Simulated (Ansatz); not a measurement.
`O[Si](Cl)(Br)Br` + H–F → `O[Si](F)(Cl)Br` + HBr  (ligand exchange at the Si–Br bond)

Isolated molecules relaxed with PBE0-D4/def2-TZVP in Ansatz; ΔE leaves out vibrations. CCSD(T)/CBS adds triple-zeta CCSD(T) − MP2 to the extrapolated MP2 energy (def2 sets, frozen cores). This one scheme is used for every species. Functionals use def2-TZVPP. For Br outer-core shells are correlated without core-valence functions, which leaves a few kJ/mol of doubt a bond. Scalar relativity is left out up to krypton. One conformer a species, not always the lowest.

| species | RPA@PBE/def2-TZVPP energy (Eh) |
| --- | --- |
| `O[Si](Cl)(Br)Br` | -5970.56374 |
| H–F | -100.45915 |
| `O[Si](F)(Cl)Br` | -3497.62092 |
| HBr | -2573.42615 |

Question: Work out ΔE.

Answer: ΔE = (-3497.62092) + (-2573.42615) − (-5970.56374) − (-100.45915) = -0.02418 Eh = -63.5 kJ/mol. CCSD(T)/CBS gives -52.4 kJ/mol.

Question: What do rigid-rotor, harmonic-oscillator terms from PBE0-D4/def2-TZVP frequencies (298.15 K, 1 bar) make of the CCSD(T)/CBS value? (Estimate.)

Answer: Ansatz gave: ΔZPE = -4.3 kJ/mol, ΔH = -58.3 kJ/mol, ΔS = 2 J/(mol·K), ΔG = -58.9 kJ/mol.

Largest T1 diagnostic among the species: 0.009.

Leaving LDA and LC-ωPBE aside and taking each functional with its dispersion term where it has one, the values, not all of them listed here, spread over 24.7 kJ/mol, from CAM-B3LYP-D4 to revPBE-D4. At CCSD(T), def2-SVP lies −10.3 kJ/mol from the extrapolated value and def2-TZVPP −7.8 kJ/mol. The D4 term adds +9.9 kJ/mol with B3LYP and +5.2 kJ/mol with PBE0; it sums over pairs of atoms, weighted by their polarisabilities, and B3LYP, whose exchange is more repulsive, gets the larger term.

B3LYP here is the variant with VWN-RPA as its local correlation; programs differ in this.
